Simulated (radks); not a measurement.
The gallium ion Ga2+, 29 electrons, occupied as [Ar] 3d10 4s1. Calculated with a radial shooting solver on a logarithmic mesh with Libxc functionals: non-relativistic Kohn-Sham, PBE, spin-polarised, spherical densities, point nucleus; open shells are filled with parallel spins first.

Normalised radial functions P(r) = r R(r), r in bohr:

```
   r/bohr * 3s up (the largest magnitude, 1.37, reaches the edge; | marks zero)
 0.001614                             |*
 0.002102                             | *
 0.002737                             | *
 0.003563                             |  *
 0.004677                             |  *
 0.006091                             |   *
 0.007931                             |    *
  0.01033                             |     *
  0.01345                             |      *
  0.01751                             |       *
   0.0228                             |       *
  0.02993                             |       *
  0.03897                             |      *
  0.05074                             |   *
  0.06607                             *
  0.08603                       *     |
    0.112                  *          |
   0.1459               *             |
   0.1915                 *           |
   0.2493                         *   |
   0.3246                             |        *
   0.4227                             |                    *
   0.5505                             |                          *
   0.7168                             |                       *
   0.9333                             |               *
    1.225                             |       *
    1.595                             |  *
    2.077                             |*
    2.705                             *
    3.522                             *
    4.586                             *
    5.971                             *
```

3s up: eigenvalue -163.50 eV, 2 radial nodes at r = 0.0646, 0.271 bohr, <r> = 0.663 bohr, 90 % of the charge inside 0.993 bohr.
